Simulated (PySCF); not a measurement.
These are PySCF with r2SCAN-D4/def2-TZVP values and carry that method's errors. Gas-phase values, no solvent. One relaxed conformer stands for a flexible species; it need not be the lowest. Delta-SCF ions had no search for a lower state. Excitations are Tamm–Dancoff values on a coarser integration grid. The basis has no diffuse functions, so Rydberg states are missing or too high.

Reference species (SMILES): `[SiH](/O)=[SiH]/O` (H–O–Si–Si torsion 52°, Si–Si–O–H torsion -118°) (neutral, multiplicity 1).

```yaml
vertical ionisation energy (Delta-SCF): 7.61 eV
HOMO: -5.03 eV
T1 excitation (TDA): 1.45 eV
brightest of the four lowest singlets (TDA): 4.58 eV
```

Changed species: `O=[Si](O)[SiH3]` (Si–Si–O–H torsion 0°).

Give the shifts of the vertical ionisation energy (Delta-SCF), HOMO, T1 excitation (TDA) and brightest of the four lowest singlets (TDA).

the vertical ionisation energy (Delta-SCF) goes up by 2.37 eV, to 9.98 eV; the HOMO falls by 1.81 eV, to -6.84 eV; the T1 excitation (TDA) increases by 2.57 eV, to 4.02 eV; the brightest of the four lowest singlets (TDA) rises by 1.38 eV, to 5.96 eV.
